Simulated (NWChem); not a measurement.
## Total energies of Cl2Hg

```xyz
3

Hg     0.0000     0.0000     0.0000
Cl     0.0000     0.0000     2.2823
Cl     0.0000     0.0000    -2.2823
```
Charge 0, spin multiplicity 1.

The numbers come from NWChem runs, not from measurements. All single points use one geometry, from PBE0/def2-SVP with def2 effective core potentials on Hg, a minimum by its harmonic frequencies.

Basis set: def2-TZVP (117 functions).

```tsv
method	total energy (Ha)	relative cost
RHF	-1071.62099	1
MP2	-1072.31945	under 3
B2PLYP	-1073.49597	4
PBE	-1073.64676	under 3
B3LYP	-1074.06829	under 3
M06-2X	-1073.84103	under 3
```

Total energies of different functionals aren't comparable as a measure of quality: only differences taken within one method are. Costs are rough ratios of processor time within this set of runs, SCF included, with RHF as 1.

Effective core potentials replace the inner electrons of Hg; spin-orbit coupling is left out. The correlated methods keep 14 core orbitals frozen. B3LYP has NWChem's definition, with VWN1-RPA local correlation. The structure started from a generated list of species.
